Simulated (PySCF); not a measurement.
H₃MgNSe. Atoms are numbered in the order given.

```xyz
6

Mg    -0.0006    -1.1923     0.0000
N      0.0001    -3.0756     0.0000
H     -0.0028    -3.6731    -0.8143
H     -0.0028    -3.6731     0.8143
Se     0.0425     1.2330     0.0000
H     -1.4315     1.2618     0.0000
```
Charge 0, spin multiplicity 1.

Geometry: B3LYP-D3(BJ)/def2-TZVP. One conformer was computed; it need not be the lowest.

Calculation: B3LYP/pcSseg-2 in PySCF.

GIAO shieldings, no solvent; atoms alike by connectivity are averaged. δ = σ(ref) − σ: ¹⁵N against NH3 (σ = 260.3 ppm); ¹H against TMS (σ = 31.68 ppm); ⁷⁷Se against Me2Se (σ = 1646.2 ppm), references at their B3LYP-D3(BJ)/def2-TZVP geometries, non-relativistic.

```json
[
 {"nucleus": "¹⁵N", "atoms": "N2", "count": "1", "δ (ppm)": "-8.0"},
 {"nucleus": "¹H", "atoms": "H3, H4", "count": "2", "δ (ppm)": "-0.32"},
 {"nucleus": "¹H", "atoms": "H6", "count": "1", "δ (ppm)": "-1.07"},
 {"nucleus": "⁷⁷Se", "atoms": "Se5", "count": "1", "δ (ppm)": "-758.2"}
]
```
